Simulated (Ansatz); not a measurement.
C2H6Te can be A, `CC[TeH]`, or B, `C[Te]C`.

Computed with Ansatz on PBE0-D4/def2-TZVP structures; ΔE is electronic, products minus reactants. CBS: MP2 limit from def2 TZ/QZ plus the TZ coupled-cluster correction, frozen cores. Functionals use def2-TZVPP. Elements past krypton have def2 core potentials. For Te outer-core shells are correlated without core-valence functions, which leaves a few kJ/mol of doubt a bond.

Q: Which isomer does CCSD(T)/CBS put lower? Give the gap. (Best estimate.)

A: Ansatz gave: B, by 3.2 kcal/mol.

Q: Give E(B) − E(A) in kcal/mol with MP2/def2-TZVPP, CCSD(T)/def2-SVP, PBE0-D4, BLYP-D4, CCSD(T)/def2-TZVPP, CCSD/def2-TZVPP, HF/def2-TZVPP. (Estimate.)

A: Computed: MP2/def2-TZVPP -3.0, CCSD(T)/def2-SVP 2.0, PBE0-D4 -2.2, BLYP-D4 -3.1, CCSD(T)/def2-TZVPP -2.2, CCSD/def2-TZVPP -2.0, HF/def2-TZVPP -1.6. The order is the other way round with CCSD(T)/def2-SVP.

Q: Does the order hold for the free energy at 298.15 K (harmonic terms from PBE0-D4)? (An estimate is asked.)

A: Computed: Yes: G(B) − G(A) = -2.4 kcal/mol.

Largest T1 diagnostic: 0.010.

At CCSD(T), def2-SVP lies +5.2 kcal/mol from the extrapolated value and def2-TZVPP +0.9 kcal/mol. From BLYP to BHLYP (50 % exact exchange), in def2-TZVPP and without D4, E(B) − E(A) moves by +1.2 kcal/mol.
